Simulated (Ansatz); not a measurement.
A made-up structure of ZnBHS, singlet:

```xyz
4
angstrom
S 0.9542 -0.3922 -0.0863
B -0.9226 0.3794 0.0836
Zn -2.4062 0.9892 0.2178
H 2.2076 -0.9076 -0.2000
```

It is relaxed with PBE-D4/def2-SVP and then PBE0-D4/def2-TZVP (Ansatz 0.2.0). Atoms count as bonded within 1.22 times the sum of their covalent radii (H–H: 0.88 Å). The end point is not checked to be a true minimum.

Task: Does its bonding change? (Judge from chemistry; the calculation decides.)

Result: By the calculation: No: no bond forms or breaks.

Where it ends: The first stage lowers the energy by 4.32 eV in 16 steps. It ends as ZnBHS ([SH][B][Zn]):
```xyz
4
angstrom
S 1.2645 -0.1316 0.3830
B -0.2648 0.7223 0.8101
Zn -2.0875 0.3351 -0.4813
H 0.9207 -0.8571 -0.6966
```

Labels in which every atom is bracketed show which atoms are joined, not bond orders.

For scale, one of the runs: PBE0-D4/def2-TZVP relaxation, 122 basis functions, launched by `ansatz run in.yaml --threads 2 --pin off --events-out ev --progress --plain --max-ram 4352MiB`. The run took about 16 s on 2 CPU threads of an Arm Neoverse V2 (shared host).
